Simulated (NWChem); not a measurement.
System: CH4OSTe; SMILES CS[Te]O

Here is an NWChem input.

```
start job
memory heap 200 mb stack 900 mb global 1100 mb
geometry units angstroms noautoz
  Te    -0.256715     0.707277    -0.014002
  O      1.619537     1.341032     0.279756
  H      2.111631     1.148408    -0.528967
  S     -0.155115    -1.579437     0.636894
  C      0.354491    -2.473154    -0.863865
  H     -0.318707    -2.262927    -1.705534
  H      0.294298    -3.543264    -0.613448
  H      1.390357    -2.231775    -1.137488
end
basis spherical
  * library def2-svp
end
ecp
  Te library def2-ecp
end
dft
  xc b3lyp
  iterations 150
end
tddft
  cis
  nroots 6
  notriplet
end
task tddft energy
```

Structure relaxed at the PBE0/def2-SVP level. def2 effective core potentials on Te; no spin-orbit coupling.

Vertical excitations in the gas phase.

**Question.** Give the results of this calculation. (B3LYP/def2-SVP with def2 effective core potentials on Te, TDA.) Quantities: lowest excitation, singlet (eV); oscillator strength of that lowest state; orbital gap (eV).

**Answer.** 
| Quantity | Result |
|---|---|
| lowest excitation, singlet (eV) | 3.54 |
| oscillator strength of that lowest state | 0.002 |
| orbital gap (eV) | 4.53 |
